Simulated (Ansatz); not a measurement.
Reaction (substitution at a C–O bond): `CO[C](=N)[GeH3]` + `CB(C)N` → `CNB(C)C` + `N=[C](O)[GeH3]`

Computed with Ansatz on PBE0-D4/def2-TZVP structures; ΔE is electronic, products minus reactants. CCSD(T)/CBS adds triple-zeta CCSD(T) − MP2 to the extrapolated MP2 energy (def2 sets, frozen cores). DFT in def2-TZVPP. B3LYP here is the variant with VWN-RPA as its local correlation; programs differ in this. For Ge outer-core shells are correlated without core-valence functions, which leaves a few kJ/mol of doubt a bond. Scalar relativity is left out up to krypton. One conformer a species, not always the lowest.

```
             level  ΔE (kJ/mol)  difference from CCSD(T)/CBS
            PBE-D4         -8.6                         -2.3
         r2SCAN-D4         -4.2                          2.1
           PBE0-D4         -8.9                         -2.6
          B3LYP-D4         -4.5                          1.8
           ωB97X-V         -4.8                          1.5
           ωB97M-V         -5.8                          0.5
            B2PLYP         -4.3                          2.0
               PBE         -8.4                         -2.1
            r2SCAN         -4.1                          2.2
              PBE0         -8.7                         -2.4
             B3LYP         -4.2                          2.1
     HF/def2-TZVPP          0.0                          6.3
    MP2/def2-TZVPP         -6.5                         -0.2
SCS-MP2/def2-TZVPP         -4.8                          1.5
   CCSD/def2-TZVPP         -6.0                          0.3
CCSD(T)/def2-TZVPP         -5.9                          0.4
     HF/def2-QZVPP          0.2                          6.5
    MP2/def2-QZVPP         -6.7                         -0.4
SCS-MP2/def2-QZVPP         -5.2                          1.1
      HF/CBS(def2)          0.2                          6.5
     MP2/CBS(def2)         -6.9                         -0.6
    CCSD/CBS(def2)         -6.4                         -0.1
       CCSD(T)/CBS         -6.3                            0
```

Largest T1 diagnostic among the species: 0.014.

In def2-TZVPP, CCSD(T) changes the Hartree–Fock value by −5.9 kJ/mol (the triples alone add +0.1 kJ/mol) and MP2 by −6.5 kJ/mol.

CCSD(T)/CBS has its own doubt, a few kJ/mol and more with outer-core shells, so smaller differences from it don't rank the levels.
